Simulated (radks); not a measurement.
Question: The mean radii <r> (bohr) of the occupied orbitals of an atom or ion are listed with their occupations. All-electron calculation, scalar-relativistic Kohn-Sham, BLYP, spin-polarised, spherical densities, finite nucleus; Fermi nuclear charge, rms radius of each element as measured or else 0.836 A^(1/3) + 0.57 fm. Program: a radial shooting solver on a logarithmic mesh with Libxc functionals.

| orbital | occ. | <r> |
|---|---|---|
| 1s up | 1 | 0.01866 |
| 1s down | 1 | 0.01866 |
| 2s up | 1 | 0.07868 |
| 2s down | 1 | 0.07864 |
| 2p up | 3 | 0.07025 |
| 2p down | 3 | 0.07020 |
| 3s up | 1 | 0.1978 |
| 3s down | 1 | 0.1980 |
| 3p up | 3 | 0.1960 |
| 3p down | 3 | 0.1963 |
| 3d up | 5 | 0.1753 |
| 3d down | 2 | 0.1756 |

Name the element and its charge. Open shells, if any, are filled with parallel spins first.

Answer: Z = 73, tantalum, charge +48: Ta48+ in [Ar] 3d7. The 1s radius gives Z: for a bare nucleus <r> = (2 gamma + 1)/(2Z) with gamma = sqrt(1 - (Z/c)^2), 0.01844 bohr for Z = 73, and screening makes it slightly larger (0.01866 here). The occupations add up to 25, and the charge is Z minus that.
